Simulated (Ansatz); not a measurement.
The cluster Hg2F3, 5 atoms. Hardware: 4 threads of Intel Xeon 6975P-C on a shared host.

In the def2 sets Hg takes a core potential; there is no spin–orbit coupling. Correlated methods freeze 3 core orbitals; core or outer-core shells of Hg are correlated, in sets that lack core-valence functions.

**Question.** How many basis functions does each of these Ansatz runs have, and roughly what does it cost? MP2/def2-TZVP, charge 0 doublet, energy, from earlier orbitals; PBE0-D4/def2-TZVP, charge 0 doublet, energy, from earlier orbitals; CCSD(T)/def2-SVP, charge 0 doublet, energy, from earlier orbitals; B97M-V/def2-TZVP, charge 0 doublet, energy, from earlier orbitals; PBE-D4/def2-SVP, charge 0 doublet, energy with a search over starts; LDA (SPW92)/def2-TZVP, charge 0 doublet, energy, from earlier orbitals; PBE0-D4/def2-SVP, charge 0 doublet, relaxation, 55 steps; B3LYP-D4/def2-TZVP, charge 0 doublet, energy, from earlier orbitals; PBE-D4/def2-TZVP, charge 0 doublet, energy and forces, from earlier orbitals; r2SCAN-D4/def2-TZVP, charge 0 doublet, energy, from earlier orbitals; PBE-D4/def2-SVP, charge 0 doublet, energy, from earlier orbitals; PBE0-D4/def2-SVP, charge 0 doublet, energy, from earlier orbitals.

**Answer.** Other jobs shared the machine, so times can vary by a factor of up to 3. A dash marks memory too small to be measured apart from the calling script's.

```
                                                                         run  functions  fitting or Cholesky vectors  wall time  peak host memory (GiB)
      LDA (SPW92)/def2-TZVP, charge 0 doublet, energy, from earlier orbitals        179                         1248     0.85 s                       –
            PBE-D4/def2-SVP, charge 0 doublet, energy, from earlier orbitals        106                         1070      0.9 s                       –
           PBE0-D4/def2-SVP, charge 0 doublet, energy, from earlier orbitals        106                         1032      1.2 s                       –
         PBE-D4/def2-SVP, charge 0 doublet, energy with a search over starts        106                         1070      1.5 s                       –
PBE-D4/def2-TZVP, charge 0 doublet, energy and forces, from earlier orbitals        179                         1248      1.6 s                       –
              MP2/def2-TZVP, charge 0 doublet, energy, from earlier orbitals        179                         1361      2.2 s                       –
         B3LYP-D4/def2-TZVP, charge 0 doublet, energy, from earlier orbitals        179                         1306      2.3 s                    0.61
          PBE0-D4/def2-TZVP, charge 0 doublet, energy, from earlier orbitals        179                         1356      2.4 s                    0.62
        r2SCAN-D4/def2-TZVP, charge 0 doublet, energy, from earlier orbitals        179                         1248      2.6 s                       –
           B97M-V/def2-TZVP, charge 0 doublet, energy, from earlier orbitals        179                         1248      4.5 s                       –
           CCSD(T)/def2-SVP, charge 0 doublet, energy, from earlier orbitals        106                         1032       45 s                     2.1
                    PBE0-D4/def2-SVP, charge 0 doublet, relaxation, 55 steps        106                         1139       61 s                       –
```
